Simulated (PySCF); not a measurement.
GeH₇NSi₂, SMILES [NH]1[SiH2][SiH2][GeH2]1.

Coordinates come from a ωB97X-D3(BJ)/def2-SVP optimisation. The structure was generated by enumeration, and PubChem lists no compound with its InChIKey, so it may never have been made.

Method: ωB97X/def2-TZVP run with PySCF.

Gas-phase values at a fixed geometry.

```
Item                                                                                                             Value
---------------------------------------------------------------------------------------------  -----------------------
total energy                                                                                       -2715.03226 hartree
point group                                                                                                         Cs
highest occupied level                                                                                        -9.52 eV
lowest empty level                                                                                             1.34 eV
orbital gap                                                                                                   10.86 eV
dipole moment                                                                                                   0.55 D
quadrupole, principal values (traceless, Buckingham form, about the centre of nuclear charge)   -3.17, -2.00, 5.17 D·Å
mean static polarisability                                                                       91.9 bohr³ (13.62 Å³)
polarisability, principal values                                                               77.9, 93.3, 104.4 bohr³
```
